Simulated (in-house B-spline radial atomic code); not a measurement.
# Ionising the sulfur ion S³⁺ with different functionals

Computed with a radial B-spline atomic code at the basis-set limit: four-component Dirac-Coulomb Hamiltonian, Fermi nucleus of rms radius 3.2611 fm, spin-restricted, spherical fractional occupations for the functionals. The ionisation energy is the difference of two self-consistent energies, [Ne] 3s2 3p1 → [Ne] 3s2, without Breit or QED terms; ε is the level of the shell that loses the electron (mean over j). The electron is taken from both j subshells in proportion to 2j + 1, so the result is a j average, not the step between ground levels.

Hybrids are left out here: with spherical fractional occupations of an open shell their exact exchange keeps a self-interaction that integer-occupation calculations don't have.

| method | rung | ΔSCF (eV) | -ε(3p) (eV) |
| --- | --- | --- | --- |
| LDA VWN5 | LDA | 46.98 | 40.42 |
| relativistic LDA | LDA | ? | ? |
| LDA PW92 | LDA | 46.98 | 40.41 |
| LDA exchange-only | LDA | 45.54 | 38.98 |
| PBE | GGA | 46.80 | 40.27 |
| PBEsol | GGA | 46.76 | 40.23 |
| BLYP | GGA | 46.76 | 40.19 |
| RPBE | GGA | 46.73 | 40.23 |
| PW91 | GGA | ? | ? |
| BP86 | GGA | 46.93 | 40.39 |
| AM05 | GGA | 46.74 | 40.22 |
| OLYP | GGA | 46.67 | 40.20 |

Question: What does PW91 give?

Answer: ΔSCF 46.90 eV, and -ε(3p) = 40.36 eV.

Question: What does relativistic LDA give?

Answer: ΔSCF 46.98 eV, and -ε(3p) = 40.41 eV.

Question: How do they compare with the NIST value?

Answer: NIST lists 47.22 eV ± 0.012 (semi-empirical, ground level to ground level). Errors run from -1.68 to -0.24 eV; LDA VWN5 is closest (-0.24 eV), though others lie within the uncertainty of it, and part of that can be cancellation, since the calculations leave out Breit-QED terms, spin polarisation, the choice among j levels, multiplet and fine-structure energies.
